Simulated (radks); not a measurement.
The numbers below are computed, except where a source is named.
Problem. The nitrogen ion N3+, [He] 2s2. Level of theory: non-relativistic Kohn-Sham, PBE, spin-polarised, spherical densities, point nucleus (a radial shooting solver on a logarithmic mesh with Libxc functionals). Every spin shell is full or empty, so the densities are truly spherical. Functionals are evaluated on that one density, not self-consistently. Rank these exchange functionals by their error against the exact value of the orbitals, and give that value: LDA, B88, PBE, RPBE, PW91, WC, SOGGA, B86b, G96, TPSS, revTPSS, SCAN, TASK, MVS.

Solution. Exact: -5.12570 hartree. From best to worst, with 100 (|E| - |E exact|)/|E exact| (equal figures are ties): B86b -0.08, G96 -0.12, B88 -0.14, revTPSS +0.31, SCAN -0.34, TPSS +0.52, MVS -0.59, RPBE +0.61, PW91 -0.61, PBE -0.94, TASK -2.86, WC -2.99, SOGGA -5.38, LDA -12.75.
